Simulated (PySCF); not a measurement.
## 4-isopropylphenol, C9H12O

Geometry (Å), atoms numbered from 1 in this order:
```xyz
22

C    -2.615    1.164   -0.285
C    -1.965   -0.210   -0.127
C    -2.553   -0.970    1.061
C    -0.456   -0.111   -0.040
C     0.173    0.568    1.009
C     1.560    0.660    1.090
C     2.362    0.067    0.110
O     3.711    0.123    0.137
C     1.752   -0.616   -0.945
C     0.365   -0.697   -1.010
H    -3.705    1.072   -0.415
H    -2.209    1.699   -1.156
H    -2.439    1.792    0.603
H    -2.191   -0.791   -1.038
H    -3.642   -1.093    0.951
H    -2.102   -1.969    1.158
H    -2.374   -0.431    2.006
H    -0.429    1.041    1.789
H     2.026    1.197    1.922
H     3.991    0.620    0.912
H     2.384   -1.076   -1.707
H    -0.097   -1.236   -1.843
```

Computed with PySCF, TDDFT CAM-B3LYP/def2-SVPD excited states, vertical, gas phase. Geometry: PBE0-D3(BJ)/def2-SVP.

Task: How strongly do the lowest singlets absorb one photon, and two photons of half the energy?

Result: δ for parallel linear polarisation; σ at the peak of a Lorentzian of half width 0.1 eV, single beam; Ω is circular over linear.
| state | E (eV) | f | photon λ (nm) | δ (au) | σ (GM) | Ω | main |
| --- | --- | --- | --- | --- | --- | --- | --- |
| S1 | 5.05 | 0.034 | 491 | 1.52 | 0.01 | 0.67 | HOMO→LUMO 0.83, HOMO−1→LUMO+2 0.15 |
| S2 | 5.87 | 0.000 | 423 | 1.08 | 0.01 | 1.50 | HOMO→LUMO+1 0.91 |
| S3 | 5.89 | 0.085 | 421 | 14.6 | 0.18 | 0.66 | HOMO→LUMO+2 0.74, HOMO−1→LUMO 0.24 |
| S4 | 6.53 | 0.003 | 379 | 17.5 | 0.27 | 1.50 | HOMO→LUMO+3 0.81, HOMO→LUMO+5 0.11 |
| S5 | 6.88 | 0.793 | 360 | 16.3 | 0.28 | 0.26 | HOMO−1→LUMO 0.73, HOMO→LUMO+2 0.23 |
| S6 | 6.97 | 0.000 | 356 | 1.07 | 0.02 | 1.50 | HOMO→LUMO+4 0.77, HOMO→LUMO+7 0.09 |
